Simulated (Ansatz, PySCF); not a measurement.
Zn(Et)(NH2) (C2H7NZn), SMILES C[CH2][Zn][NH2]. Atoms are numbered in the order given.

```xyz
11

Zn    -0.2029     0.3353     0.2540
C      0.7968    -0.9986    -0.7681
C      0.6893    -0.8722    -2.2942
H      0.4528    -1.9973    -0.4439
H      1.8546    -0.9381    -0.4548
H      1.0605     0.1014    -2.6557
H     -0.3521    -0.9660    -2.6447
H      1.2740    -1.6513    -2.8162
N     -1.1833     1.6437     1.0881
H     -0.6749     2.3308     1.6447
H     -1.9848     1.3487     1.6456
```
Charge 0, spin multiplicity 1.

Geometry: B3LYP-D3(BJ)/def2-SVP. The structure was generated by enumeration; whether it is a known compound was not checked. The values are those of a single conformer.

Two levels are set side by side: PBE-D3(BJ)/def2-SVP (Ansatz, a program for electronic structure) and B3LYP-D3(BJ)/def2-SVP (Ansatz). Each level has its own optimised geometry; the coordinates shown are those of the second. Frequencies come from the Hessian of PySCF at each geometry. Differences are taken from unrounded values.

```csv
quantity,B3LYP-D3(BJ)
mean bond length (Å),1.289
bond Zn1–C2 (Å),1.955
bond Zn1–N9 (Å),1.835
bond C2–C3 (Å),1.535
bond C2–H4 (Å),1.105
bond C2–H5 (Å),1.105
bond C3–H6 (Å),1.103
bond C3–H7 (Å),1.103
bond C3–H8 (Å),1.105
bond N9–H10 (Å),1.020
bond N9–H11 (Å),1.020
highest harmonic wavenumber (cm⁻¹),3592
mean harmonic wavenumber (cm⁻¹),1434
zero-point energy (kcal/mol),55.34
```

**Question.** What does PBE-D3(BJ) give, and how far is it from B3LYP-D3(BJ)? (Estimate from the structure and the level; the computed values follow.)

**Answer.** 
| quantity | PBE-D3(BJ) | PBE-D3(BJ) minus B3LYP-D3(BJ) |
|---|---|---|
| mean bond length (Å) | 1.294 | 0.005 |
| bond Zn1–C2 (Å) | 1.948 | -0.008 |
| bond Zn1–N9 (Å) | 1.840 | 0.004 |
| bond C2–C3 (Å) | 1.535 | 0.000 |
| bond C2–H4 (Å) | 1.113 | 0.008 |
| bond C2–H5 (Å) | 1.113 | 0.008 |
| bond C3–H6 (Å) | 1.110 | 0.007 |
| bond C3–H7 (Å) | 1.110 | 0.007 |
| bond C3–H8 (Å) | 1.113 | 0.008 |
| bond N9–H10 (Å) | 1.029 | 0.009 |
| bond N9–H11 (Å) | 1.029 | 0.009 |
| highest harmonic wavenumber (cm⁻¹) | 3505 | -87 |
| mean harmonic wavenumber (cm⁻¹) | 1402 | -31 |
| zero-point energy (kcal/mol) | 54.13 | -1.20 |

Exact exchange shortens and stiffens bonds; PBE has none. Differences between two approximate levels are no errors against the true value.
